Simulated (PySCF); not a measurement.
Electron correlation in Tc⁻ (technetium, charge -1)

[Kr] 4d6 5s2, high-spin 5D determinant. Computed with PySCF 2.14 in aug-cc-pwCVDZ-PP with ECP28MDF, with scalar relativity through the core potential. Frozen: 4s2 4p6; 8 electrons correlated.

```json
{"level": "CCSD", "correlation energy (mhartree)": "-168.68"}
{"level": "(T)", "correlation energy (mhartree)": "-8.60"}
{"level": "CCSD(T)", "correlation energy (mhartree)": "-177.28"}
```

Diagnostics: T1 = 0.098, D1 = 0.3860, largest double amplitude 0.089.

T1 exceeds 0.03, a sign that the reference determinant is poor.

Cost of the coupled-cluster step: roughly 15 core-seconds, for 8 correlated electrons.
